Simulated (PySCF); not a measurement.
Pb(F)(Cl), ClFPb, SMILES [F][Pb][Cl] at its CAM-B3LYP/def2-SVP optimised geometry (Å):

```
3

Pb    -0.8564    -1.2268     0.0000
F      1.1897    -1.2268     0.0000
Cl    -1.1897     1.2268     0.0000
```

Computed with CAM-B3LYP/def2-TZVP, def2 effective core potentials past Kr (PySCF). The core electrons that the potentials of Pb replace are not part of the density. Cells within 0.4 Å of a nucleus heavier than hydrogen are left out (blank, or x).

Map of the deformation density (molecule minus spherical neutral atoms) (e/bohr³) on the plane z = 0.0 Å:

```
|44444444444444444444444444444|
|44444444444444444444444444444|
|44444444333444444444444444444|
|44444433333344444444444444444|
|44444433333334444444444444444|
|44444433333344444444444444444|
|44444433333444444444444444444|
|44444444445554444444444444444|
|444444566xx864444444444444444|
|44444568xxx865444444444444444|
|44444567xxx655444333344444444|
|44444456555555443333344444444|
|34444455667665433333444444444|
|33334445677654333344444444444|
|33333344555543333444444444444|
|33333333433322234455444444444|
|33333333322221234566544444444|
|33333345436531146789644444444|
|3333345751xx721487xxx44444444|
|333334684xxxx31485xxx44444444|
|3333446741xx521478xx944444444|
|33334457620033246788644444444|
|33333456666664334566544444444|
|33333445567654334455444444444|
|33333344455543333444444444444|
|33333334444433333344444444444|
|33333333333333333333444444444|
|33333333333333333333344444444|
|43333333333333333333344444444|
```
Scale: ten equal steps from -0.018 (start of '0') to 0.026 (end of '9'), in the order '0123456789'; x runs from -3.50 to 3.50, y from -3.50 (bottom) to 3.50 (top).
